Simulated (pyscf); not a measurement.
## Insertion: `[F][Si][F]` [singlet] + `[F][SiH]([F])[F]` → `[F][SiH]([F])[Si]([F])([F])[F]`

Gas phase, singlet surface, charge 0. Bonds broken: F4–Si5. Bonds formed: Si2–F4, Si2–Si5. PySCF, gas phase, ωB97X-D3(BJ)/def2-SVP geometries.

Transition state (Å):

```xyz
8

F     -1.0894    -0.5442     2.1615
Si    -0.4399    -1.1109     0.7960
F     -0.5167    -2.7149     0.9691
F     -1.9290    -0.8479    -0.4015
Si    -0.6658     0.0455    -1.3517
F     -0.2822     1.4942    -0.7518
F      0.5267    -0.7581    -2.0871
H     -1.6108     0.3285    -2.4401
```

One imaginary mode, 230i cm⁻¹; descent along it reached the two sides named.

```
bond     change  reactant side (Å)  saddle  product side
-------  ------  -----------------  ------  ------------
F4–Si5   breaks              1.619   1.816           3.3
Si2–F4    forms              2.562   1.929         1.608
Si2–Si5   forms                3.9   2.450         2.317
```

Electronic energies relative to the separated reactants (kcal/mol):

```csv
level,barrier,reaction energy,reverse barrier
ωB97X-D3(BJ)/def2-TZVP,15.9,-31.8,47.6
PBE/def2-TZVP,15.3,-24.8,40.2
r²SCAN/def2-TZVP,15.2,-29.5,44.7
B3LYP-D3(BJ)/def2-TZVP,20.9,-24.6,45.5
PBE0-D3(BJ)/def2-TZVP,16.5,-29.2,45.6
M06-2X/def2-TZVP,22.4,-24.3,46.6
ωB97M-D3(BJ)/def2-TZVP,21.5,-21.3,42.8
HF/def2-TZVP,37.0,-23.9,60.9
```

With ωB97M-D3(BJ)/def2-TZVP energies and thermal terms (ideal gas, 1 atm, RRHO with modes under 100 cm⁻¹ raised to 100, one conformer, R ln 2 for chiral ones without a mode under 150 cm⁻¹), in kcal/mol:

```json
[
 {"T (K)": "298", "ΔH‡": "22.1", "ΔG‡": "33.4", "ΔH": "-19.8", "ΔG": "-8.9"},
 {"T (K)": "600", "ΔH‡": "22.7", "ΔG‡": "44.7", "ΔH": "-18.8", "ΔG": "+1.8"},
 {"T (K)": "900", "ΔH‡": "23.3", "ΔG‡": "55.6", "ΔH": "-17.6", "ΔG": "+11.9"},
 {"T (K)": "1200", "ΔH‡": "23.9", "ΔG‡": "66.2", "ΔH": "-16.5", "ΔG": "+21.5"}
]
```

One saddle was located; it need not be the lowest between these sides.
